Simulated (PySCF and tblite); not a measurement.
The numbers below are computed, except where a source is named.
Stationary points of C₇H₈FNO at GFN2-xTB, in Å:

Structure A

```
 1 O     2.966   -1.310    0.331
 2 C     2.951   -0.192   -0.113
 3 N     1.868    0.585   -0.361
 4 C     0.509    0.288   -0.168
 5 C    -0.405    1.203   -0.482
 6 C    -1.879    1.007   -0.325
 7 C    -2.180   -0.343    0.231
 8 F    -3.506   -0.578    0.398
 9 C    -1.295   -1.266    0.551
10 C     0.176   -1.062    0.388
11 H     3.881    0.349   -0.380
12 H     2.040    1.507   -0.738
13 H    -0.101    2.163   -0.881
14 H    -2.296    1.777    0.337
15 H    -2.384    1.126   -1.292
16 H    -1.617   -2.216    0.949
17 H     0.586   -1.838   -0.266
18 H     0.677   -1.194    1.353
```

Structure B

```
 1 O     2.480   -0.617   -1.709
 2 C     2.791    0.060   -0.765
 3 N     1.942    0.540    0.168
 4 C     0.541    0.263    0.135
 5 C    -0.292    1.066   -0.508
 6 C    -1.764    0.828   -0.600
 7 C    -2.169   -0.348    0.226
 8 F    -3.511   -0.533    0.286
 9 C    -1.357   -1.166    0.869
10 C     0.128   -1.001    0.832
11 H     3.835    0.368   -0.562
12 H     2.301    1.071    0.947
13 H     0.083    1.948   -1.008
14 H    -2.315    1.715   -0.266
15 H    -2.050    0.658   -1.645
16 H    -1.754   -1.992    1.440
17 H     0.583   -1.851    0.309
18 H     0.528   -1.010    1.853
```

Structure C

```
 1 O     2.434    1.490   -1.714
 2 C     2.775    0.737   -0.840
 3 N     1.974    0.017   -0.019
 4 C     0.567   -0.020    0.007
 5 C    -0.203    0.686   -0.813
 6 C    -1.698    0.644   -0.783
 7 C    -2.199   -0.279    0.272
 8 F    -3.551   -0.353    0.342
 9 C    -1.458   -0.991    1.099
10 C     0.036   -0.947    1.068
11 H     3.842    0.547   -0.609
12 H     2.426   -0.572    0.665
13 H     0.240    1.333   -1.552
14 H    -2.098    1.650   -0.608
15 H    -2.084    0.326   -1.759
16 H    -1.919   -1.635    1.833
17 H     0.422   -1.961    0.897
18 H     0.406   -0.630    2.051
```

Geometries: GFN2-xTB; energies: PBE0/pcSseg-1 + D3(BJ); zero-point and thermal terms from GFN2-xTB harmonic modes (soft modes blended into free rotors).

**Question.** Which structure is a saddle point, and along which motion?

**Answer.** B: one imaginary mode (76i cm⁻¹ at GFN2-xTB, mostly on O1, C10, H12), along the rotation about the C4–N3 bond (torsion C5–C4–N3–C2 from -180° to 0°, rising).

**Question.** Give their symmetry and energies above the lowest.

**Answer.** A Cs, 0.6 kcal/mol; B C1, 4.5 kcal/mol; C Cs, 0.0 kcal/mol.
